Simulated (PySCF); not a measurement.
Cartesian coordinates (Å):
SMILES: [SiH2][SiH3]
```xyz
7

Si     1.3129    -0.3127     0.2759
Si    -0.9654     0.0238    -0.0389
H      2.0703    -0.6127    -0.9699
H      1.9971     0.7679     1.0374
H     -1.5422    -1.1713    -0.7093
H     -1.6164     0.1985     1.2863
H     -1.2602     1.2228    -0.8728
```
Charge 0, spin multiplicity 2.

Q: What total energy, dipole moment and highest occupied spin orbital does PBE-D3(BJ)/def2-TZVP // PBE0-D4/def2-TZVP in PySCF 2.14.0 give?

A: 
```json
{
 "total_energy": "-581.6376 Ha",
 "dipole_moment": "0.012 e·Å",
 "highest_occupied_spin_orbital": "-5.21 eV"
}
```
